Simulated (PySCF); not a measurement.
C2H8FNSi, SMILES C[C@@H](N)[SiH2]F.

The structure is a stationary point at PBE0-D3(BJ)/def2-SVP. The structure was generated by enumeration; whether it is a known compound was not checked. One conformer was computed; it need not be the lowest.

Level of theory: M06-2X/def2-TZVP (PySCF).

The total energy is -525.15636 hartree and the highest occupied level is -8.45 eV. The lowest empty level comes out as 1.02 eV and the orbital gap comes out as 9.47 eV. The dipole moment is 2.10 D. The quadrupole, principal values (traceless, Buckingham form, about the centre of nuclear charge) comes out as -4.48, -2.11, 6.59 D·Å. The mean static polarisability is 57.1 bohr³ (8.47 Å³) and the polarisability, principal values is 51.7, 57.2, 62.5 bohr³.
